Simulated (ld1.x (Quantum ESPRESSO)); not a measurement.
**Reading a pseudo-wave (Se)**

Columns: radius, all-electron u(r) and pseudo u(r) of the 4p shell (level -6.51 eV) of selenium in the configuration [Ar] 3d10 4s2 4p4; PBE, scalar-relativistic, PAW scheme, ld1.x (Quantum ESPRESSO) 7.5.

```
r (bohr)  all-electron  pseudo
   0.113        0.1853  0.0097
   0.225       -0.0424  0.0379
   0.338       -0.2604  0.0832
   0.450       -0.3080  0.1422
   0.563       -0.2286  0.2122
   0.675       -0.0888  0.2880
   0.788        0.0694  0.3666
   0.900        0.2189  0.4427
   1.013        0.3510  0.5138
   1.125        0.4594  0.5759
   1.238        0.5460  0.6280
   1.350        0.6110  0.6680
   1.463        0.6579  0.6964
   1.575        0.6883  0.7134
   1.688        0.7054  0.7205
   1.800        0.7110  0.7192
   1.913        0.7075  0.7111
   2.025        0.6968  0.6978
   2.138        0.6805  0.6806
   2.250        0.6600  0.6600
   2.363        0.6363  0.6363
   2.475        0.6107  0.6107
   2.588        0.5834  0.5834
   2.700        0.5557  0.5557
   2.813        0.5274  0.5274
   2.925        0.4995  0.4995
```

Q: How many radial nodes do the two functions have?

A: The all-electron 4p function has n − l − 1 = 2; the pseudo-wave has 0, since the states of the same l below it are removed with the core.

Q: At about which radius was the pseudo-wave matched?

A: 2.25 bohr, where the columns begin to agree (steps of 0.11 bohr).

Q: Is the pseudo-wave norm-conserving?

A: No, it belongs to a PAW set: the norm inside the radius is not constrained, and the difference is carried by the augmentation charge.
